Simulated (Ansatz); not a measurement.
`C#[C][SnH]([C]#C)[C]#C` + `CC=N` → `C#C/N=C\C` + `C#[C][SnH2][C]#C`  (substitution at a C–Sn bond)

Calculated with Ansatz (gas phase, PBE0-D4/def2-TZVP geometries, no zero-point term in ΔE). CBS: MP2 limit from def2 TZ/QZ plus the TZ coupled-cluster correction, frozen cores. DFT in def2-TZVPP. HSE06 is defined as in plane-wave codes. Elements past krypton have def2 core potentials. For Sn outer-core shells are correlated without core-valence functions, which leaves a few kJ/mol of doubt a bond. One conformer a species, not always the lowest.

```tsv
level	ΔE (kJ/mol)	difference from CCSD(T)/CBS
revPBE-D4	25.0	-38.6
BLYP-D4	29.7	-33.9
B97M-V	30.8	-32.8
HSE06-D4	31.7	-31.9
ωB97X-V	48.4	-15.2
PBE	23.3	-40.3
BLYP	30.4	-33.2
r2SCAN	30.5	-33.1
PBE0	31.7	-31.9
LC-ωPBE	44.3	-19.3
HF/def2-SVP	45.0	-18.6
HF/def2-TZVPP	60.5	-3.1
SCS-MP2/def2-TZVPP	66.2	2.6
CCSD(T)/def2-TZVPP	62.3	-1.3
MP2/def2-QZVPP	63.2	-0.4
CCSD/CBS(def2)	65.6	2.0
CCSD(T)/CBS	63.6	0
```

Question: What do rigid-rotor, harmonic-oscillator terms from PBE0-D4/def2-TZVP frequencies (298.15 K, 1 bar) make of the CCSD(T)/CBS value? (An estimate is asked.)

Answer: Ansatz gave: ΔZPE = -7.6 kJ/mol, ΔH = +54.1 kJ/mol, ΔS = -3 J/(mol·K), ΔG = +55.0 kJ/mol.

Largest T1 diagnostic among the species: 0.014.

Leaving LDA and LC-ωPBE aside and taking each functional with its dispersion term where it has one, the values, not all of them listed here, spread over 27.4 kJ/mol, from PBE-D4 to ωB97M-V. LDA lies −21.9 kJ/mol from PBE without D4. From r2SCAN to r2SCAN0 (25 % exact exchange), in def2-TZVPP and without D4, ΔE moves by +5.4 kJ/mol. At CCSD(T), def2-SVP lies −20.2 kJ/mol from the extrapolated value and def2-TZVPP −1.3 kJ/mol.

CCSD(T)/CBS has its own doubt, a few kJ/mol and more with outer-core shells, so smaller differences from it don't rank the levels.
